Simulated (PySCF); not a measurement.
Point-charge models of `C=C(C)[Si@@H]1C=C(F)C(Cl)=C1` against its computed dipole.

Coordinates (GFN2-xTB, Å) and charges (e) from the PBE0/pcSseg-1 density (PySCF):

```csv
atom,x,y,z,Mulliken,IAO,Hirshfeld,ESP-fitted
C1,-1.547,-0.973,0.950,-0.0732,-0.2903,-0.0921,-0.5591
C2,-1.453,-0.124,-0.065,-0.6306,-0.2450,-0.0778,+0.1508
C3,-2.661,0.354,-0.809,-0.1758,-0.4169,-0.1183,-0.4792
Si4,0.223,0.539,-0.639,+1.0181,+0.9103,+0.3669,+0.6178
C5,1.502,-0.810,-0.935,-0.4446,-0.4977,-0.1742,-0.6669
C6,2.475,-0.646,-0.041,+0.3836,+0.2928,+0.0806,+0.4923
F7,3.553,-1.441,0.048,-0.2558,-0.2557,-0.0790,-0.2124
C8,2.358,0.469,0.899,-0.2746,-0.0300,+0.0066,-0.0441
Cl9,3.606,0.698,2.065,-0.0431,-0.0061,-0.0268,-0.0425
C10,1.271,1.231,0.770,-0.2877,-0.4444,-0.1528,-0.4402
H11,-0.677,-1.316,1.485,+0.1223,+0.1503,+0.0430,+0.2035
H12,-2.496,-1.360,1.290,+0.1109,+0.1461,+0.0485,+0.2203
H13,-2.581,0.089,-1.862,+0.1299,+0.1500,+0.0464,+0.1358
H14,-3.572,-0.082,-0.404,+0.1141,+0.1458,+0.0471,+0.1525
H15,-2.732,1.439,-0.748,+0.1293,+0.1498,+0.0461,+0.1268
H16,0.115,1.468,-1.767,-0.0510,-0.1090,-0.0657,-0.1001
H17,1.523,-1.606,-1.657,+0.1210,+0.1759,+0.0512,+0.2419
H18,1.086,2.078,1.406,+0.1073,+0.1740,+0.0504,+0.2029
```

Question: Compute μ = Σ q r for each scheme (1 e·Å = 4.803 D) and compare with the dipole of the full density.

Answer: The full density gives (-3.02, 0.59, -0.83) D, 3.18 D in size; dipole vectors point from the negative to the positive end.

| scheme | μx | μy | μz | size (D) | share of the full size (%) | angle to the full dipole (°) |
| --- | --- | --- | --- | --- | --- | --- |
| Mulliken | -5.92 | 2.09 | -3.49 | 7.18 | 226 | 16 |
| IAO | -3.89 | 1.98 | -1.62 | 4.66 | 146 | 16 |
| Hirshfeld | -1.94 | 0.60 | -0.69 | 2.15 | 68 | 7 |
| ESP-fitted | -3.11 | 0.61 | -0.88 | 3.29 | 103 | 0 |

Question: Which set comes closest?

Answer: Length of the difference vector: ESP-fitted 0.11 D, Hirshfeld 1.08 D, IAO 1.83 D, Mulliken 4.21 D. Closest: ESP-fitted. The schemes that divide the density aren't constrained to reproduce the dipole.

Question: What is left for the Hirshfeld atoms' own dipoles?

Answer: The shares of the density sum to the whole, so what Σ q r misses lies in dipoles about the nuclei. The atomic dipoles sum to (-3.02, 0.59, -0.83) − (-1.94, 0.60, -0.69) = (-1.08, -0.01, -0.14) D, 1.08 D in size.

Question: With the origin at the mean of the coordinates, (0.000, 0.000, -0.001) Å, which are the largest single terms, by size, of the Mulliken dipole along the direction of the full one?

Answer: C6 -4.52, F7 +4.48, C2 -4.15, C8 +3.14, C5 +2.84 D; all 18 atoms together +6.91 D. The single terms depend on the origin, their sum doesn't.

Question: Give the size of the full dipole in other units.

Answer: 3.18 D = 1.252 au = 0.663 e·Å = 10.62 × 10⁻³⁰ C·m.

The structure is a single GFN2-xTB conformer in the gas phase; no vibrational or solvent corrections.

The values belong to the conformer `[CH2:1]=[C:2]([CH3:3])[Si@@H:4]1[CH:5]=[C:6]([F:7])[C:8]([Cl:9])=[CH:10]1`: C1–C2–Si4–C5 51°.
